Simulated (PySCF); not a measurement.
PySCF input (MN15/def2-TZVPD):

```python
from pyscf import gto, scf, dft

mol = gto.M(
    atom='''
    B    -0.01069859   -0.00058005   -0.00039487
    F     0.52321272    1.21310433    0.03139084
    F     0.66500112   -0.96480943   -0.61096262
    N    -1.21669470   -0.28829682    0.70891253
    H    -2.12356873   -0.21367615    0.25573275
    ''',
    basis='def2-tzvpd',
    charge=0,
    spin=1,
    verbose=4,
)

mf = dft.UKS(mol, xc='mn15').density_fit(auxbasis='def2-universal-jkfit')
mf.grids.level = 4
mf.conv_tol = 1e-9
mf.max_cycle = 100
mf.max_memory = 1500
mf.kernel()
if not mf.converged:
    mf = mf.newton()
    mf.kernel(mf.make_rdm1())
for _ in range(2):
    mo, _, stable, _ = mf.stability(return_status=True)
    if stable:
        break
    mf.kernel(mf.make_rdm1(mo, mf.mo_occ))
mf.analyze()
```

End of the output:

```
Extra cycle  E= -279.846832780563  delta_E= -5.64e-11  |g|= 3.41e-06  |ddm|= 1.24e-05
converged SCF energy = -279.846832780563  <S^2> = 0.75274659  2S+1 = 2.0027447
uhf_internal: lowest eigs of H = [0.10407743 0.42277277 0.49668317]
<class 'pyscf.df.df_jk.DFUKS'> wavefunction is stable in the internal stability analysis
**** SCF Summaries ****
Total Energy =                        -279.846832780563091
Nuclear Repulsion Energy =             103.584173640113619
One-electron Energy =                 -592.570828871614822
Two-electron Energy =                  209.139822450938169
Two-electron Coulomb Energy =          241.206980068391573
DFT Exchange-Correlation Energy =      -32.067157617453404
HOMO-LUMO gap [eV] =                     6.962138814334650
**** MO energy ****
                             alpha | beta                alpha | beta
MO #1   energy= -24.3045719798685  | -24.3038547535291  occ= 1 | 1
MO #2   energy= -24.3045687316223  | -24.303852042681   occ= 1 | 1
MO #3   energy= -14.1458554877663  | -14.1359624492876  occ= 1 | 1
MO #4   energy= -6.81577093375503  | -6.81639799629529  occ= 1 | 1
MO #5   energy= -1.28229425956481  | -1.28096918229922  occ= 1 | 1
MO #6   energy= -1.2513768709935   | -1.25000853648389  occ= 1 | 1
MO #7   energy= -0.929922016371584 | -0.8747203135147   occ= 1 | 1
MO #8   energy= -0.642043559776265 | -0.638150355548593 occ= 1 | 1
MO #9   energy= -0.600329298826498 | -0.594048977682739 occ= 1 | 1
MO #10  energy= -0.59671208005394  | -0.58433800565885  occ= 1 | 1
MO #11  energy= -0.558921391597856 | -0.557377027268149 occ= 1 | 1
MO #12  energy= -0.502042738860871 | -0.501274144113165 occ= 1 | 1
MO #13  energy= -0.499705764156469 | -0.487706813619856 occ= 1 | 1
MO #14  energy= -0.492186053419248 | -0.486797702130846 occ= 1 | 1
MO #15  energy= -0.393007625658115 | -0.36856901292548  occ= 1 | 1
MO #16  energy= -0.381567583931984 | -0.112715128481021 occ= 1 | 0
MO #17  energy= 0.0287959960018156 | 0.0306734367961555 occ= 0 | 0
MO #18  energy= 0.0439178175644708 | 0.0407013250171777 occ= 0 | 0
MO #19  energy= 0.0890185377309062 | 0.0899730733881141 occ= 0 | 0
MO #20  energy= 0.109127313569296  | 0.113443104871025  occ= 0 | 0
MO #21  energy= 0.12627075815791   | 0.12731433767735   occ= 0 | 0
MO #22  energy= 0.14031147115402   | 0.139801958211503  occ= 0 | 0
MO #23  energy= 0.151715309412479  | 0.151420385667314  occ= 0 | 0
MO #24  energy= 0.153525596082135  | 0.155719844339259  occ= 0 | 0
MO #25  energy= 0.163853013242345  | 0.176776760832127  occ= 0 | 0
MO #26  energy= 0.180668325314356  | 0.182311914268939  occ= 0 | 0
MO #27  energy= 0.183521083912833  | 0.188529647340645  occ= 0 | 0
MO #28  energy= 0.218335148521287  | 0.223205596889505  occ= 0 | 0
MO #29  energy= 0.226290606479502  | 0.230025010763789  occ= 0 | 0
MO #30  energy= 0.23499808162434   | 0.239006779994207  occ= 0 | 0
MO #31  energy= 0.236274960483808  | 0.240472694259086  occ= 0 | 0
MO #32  energy= 0.25599190612433   | 0.261598685878308  occ= 0 | 0
MO #33  energy= 0.262949813134653  | 0.261604869243603  occ= 0 | 0
MO #34  energy= 0.289148263112983  | 0.288531283245537  occ= 0 | 0
MO #35  energy= 0.298250462325634  | 0.301085391393289  occ= 0 | 0
MO #36  energy= 0.321863282580403  | 0.323615472322605  occ= 0 | 0
MO #37  energy= 0.333238507812921  | 0.338143905438268  occ= 0 | 0
MO #38  energy= 0.350593432487292  | 0.349627145764575  occ= 0 | 0
MO #39  energy= 0.370822604295492  | 0.374200924022628  occ= 0 | 0
MO #40  energy= 0.400643898491312  | 0.401699629312847  occ= 0 | 0
MO #41  energy= 0.41301695634102   | 0.419063104520305  occ= 0 | 0
MO #42  energy= 0.41809434968276   | 0.427937376728685  occ= 0 | 0
MO #43  energy= 0.453037383781023  | 0.451560953966134  occ= 0 | 0
MO #44  energy= 0.454845784727451  | 0.468933525727308  occ= 0 | 0
MO #45  energy= 0.455704447352966  | 0.470973194120735  occ= 0 | 0
MO #46  energy= 0.483742076147095  | 0.48305814244457   occ= 0 | 0
MO #47  energy= 0.535431367948479  | 0.535948354597524  occ= 0 | 0
MO #48  energy= 0.538175667178338  | 0.544049171408884  occ= 0 | 0
MO #49  energy= 0.574141805643877  | 0.577882399418405  occ= 0 | 0
MO #50  energy= 0.574403343631521  | 0.594311719651022  occ= 0 | 0
MO #51  energy= 0.592451076370743  | 0.611708062420302  occ= 0 | 0
MO #52  energy= 0.61660112402452   | 0.61548439077855   occ= 0 | 0
MO #53  energy= 0.64243842259015   | 0.642229753476211  occ= 0 | 0
MO #54  energy= 0.646364474387855  | 0.646718832835396  occ= 0 | 0
MO #55  energy= 0.646741359250664  | 0.64777202481173   occ= 0 | 0
MO #56  energy= 0.668151296856091  | 0.669038629238362  occ= 0 | 0
MO #57  energy= 0.671469440255564  | 0.672173643774015  occ= 0 | 0
MO #58  energy= 0.680725198615739  | 0.682395861965107  occ= 0 | 0
MO #59  energy= 0.704477983366553  | 0.705725281040126  occ= 0 | 0
MO #60  energy= 0.738242244739788  | 0.740415223133139  occ= 0 | 0
MO #61  energy= 0.747389973768915  | 0.753335707963692  occ= 0 | 0
MO #62  energy= 0.754378644414134  | 0.75841465906238   occ= 0 | 0
MO #63  energy= 0.759622384674779  | 0.761636724662724  occ= 0 | 0
MO #64  energy= 0.820689422558505  | 0.81959295372473   occ= 0 | 0
MO #65  energy= 0.88832675925738   | 0.891039686961828  occ= 0 | 0
MO #66  energy= 0.906031425308968  | 0.915439436969929  occ= 0 | 0
MO #67  energy= 0.983328125772811  | 0.990712914395878  occ= 0 | 0
MO #68  energy= 1.02280951783061   | 1.02447488644954   occ= 0 | 0
MO #69  energy= 1.05947680142944   | 1.06058565641415   occ= 0 | 0
MO #70  energy= 1.07778210630684   | 1.07997601405303   occ= 0 | 0
MO #71  energy= 1.0818981289013    | 1.08883370737177   occ= 0 | 0
MO #72  energy= 1.10740847749612   | 1.11139195883823   occ= 0 | 0
MO #73  energy= 1.16731589807156   | 1.16424957649929   occ= 0 | 0
MO #74  energy= 1.20134224766903   | 1.20698335868092   occ= 0 | 0
MO #75  energy= 1.20667571225827   | 1.22400190822626   occ= 0 | 0
MO #76  energy= 1.24766472766774   | 1.25445046405856   occ= 0 | 0
MO #77  energy= 1.30364445500216   | 1.30444000145963   occ= 0 | 0
MO #78  energy= 1.33999133144454   | 1.34203302214755   occ= 0 | 0
MO #79  energy= 1.35569872393611   | 1.38724883389086   occ= 0 | 0
MO #80  energy= 1.45612537954444   | 1.45271592562496   occ= 0 | 0
MO #81  energy= 1.5393747202568    | 1.57038308134202   occ= 0 | 0
MO #82  energy= 1.57457382080466   | 1.58917363862653   occ= 0 | 0
MO #83  energy= 1.59889940850502   | 1.61441980405913   occ= 0 | 0
MO #84  energy= 1.6064655740907    | 1.63093019712062   occ= 0 | 0
MO #85  energy= 1.66390772747365   | 1.66335586438966   occ= 0 | 0
MO #86  energy= 1.75815544125078   | 1.75803664337273   occ= 0 | 0
MO #87  energy= 1.862920969069     | 1.85619770641623   occ= 0 | 0
MO #88  energy= 1.90847909608561   | 1.90186403786459   occ= 0 | 0
MO #89  energy= 1.95905902254201   | 1.96396840916033   occ= 0 | 0
MO #90  energy= 1.97233130581758   | 1.96790610632469   occ= 0 | 0
MO #91  energy= 1.978699033941     | 1.98453591932434   occ= 0 | 0
MO #92  energy= 2.02217015368966   | 2.01017979303154   occ= 0 | 0
MO #93  energy= 2.07283564117664   | 2.08211570396007   occ= 0 | 0
MO #94  energy= 2.10252108822469   | 2.09693141633173   occ= 0 | 0
MO #95  energy= 2.11686349129123   | 2.12041207108642   occ= 0 | 0
MO #96  energy= 2.18495525957761   | 2.15946765089911   occ= 0 | 0
MO #97  energy= 2.21438228986684   | 2.25852735912357   occ= 0 | 0
MO #98  energy= 2.26042244195521   | 2.25856886408459   occ= 0 | 0
MO #99  energy= 2.30521968204158   | 2.30642975279611   occ= 0 | 0
MO #100 energy= 2.3787394455367    | 2.39195889784537   occ= 0 | 0
MO #101 energy= 2.42184387516215   | 2.42903460943378   occ= 0 | 0
MO #102 energy= 2.48628083790565   | 2.48306055984118   occ= 0 | 0
MO #103 energy= 2.51759899015171   | 2.53261145280474   occ= 0 | 0
MO #104 energy= 2.62091653902169   | 2.70380380249358   occ= 0 | 0
[...]
```

It need not be the lowest isomer of its formula.
